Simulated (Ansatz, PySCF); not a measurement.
Gas-phase reaction (SMILES): CB(C)C + F (HF) -> CB(C)F [fluoro(dimethyl)borane] + C (CH4); hydrogen fluoride cleaves one B-C bond, a model of a ligand-exchange step.

Structures are relaxed separately at B3LYP-D3(BJ)/def2-TZVP in Ansatz (a quantum-chemistry and plane-wave program). Cores are frozen in the correlated levels unless marked. Spin-orbit coupling is left out. Non-relativistic. Basis-set limits of correlation are two-point, X^-3; Hartree-Fock from the larger set. [CCSD(T)-MP2]/basis is that difference in the basis named. Thermal terms are rigid-rotor harmonic-oscillator values from B3LYP-D3(BJ) frequencies (Ansatz or PySCF) at 298.15 K and 1 atm. 1 Eh = 627.5095 kcal/mol.

```
species  E, RI-MP2/CBS(aug-cc-pVTZ,aug-cc-pVQZ)+[CCSD(T)-MP2]/aug-cc-pVTZ (Ansatz) (Eh)  E, PBE0-D4/def2-TZVPD (Ansatz + dftd4) (Eh)  H - E (Eh)
-------  ------------------------------------------------------------------------------  -------------------------------------------  ----------
CB(C)C                                                                       -144.39059                                   -144.47014     0.12045
F (HF)                                                                       -100.39388                                   -100.39487     0.01259
CB(C)F                                                                       -204.38178                                   -204.44747     0.08606
C (CH4)                                                                       -40.46129                                    -40.47492     0.04840
```

### Question
Work out ΔE and ΔH at 298.15 K at the first level, then ΔH at the second.

### Answer

1. ΔE = [(-204.38178) + (-40.46129)] - [(-144.39059) + (-100.39388)] = -0.05860 Eh = -36.8 kcal/mol at RI-MP2/CBS(aug-cc-pVTZ,aug-cc-pVQZ)+[CCSD(T)-MP2]/aug-cc-pVTZ.
2. The terms H - E add up to 0.00142 Eh, so ΔH = (-0.05860 + (0.00142))×627.5095 = -35.9 kcal/mol.
3. At PBE0-D4/def2-TZVPD the same steps give ΔE = -36.0 and ΔH = -35.1 kcal/mol, a shift of +0.8 from the first level.
4. These values are not checked against measurement here, since the tables used lack a sound gas-phase enthalpy of formation for at least one species.
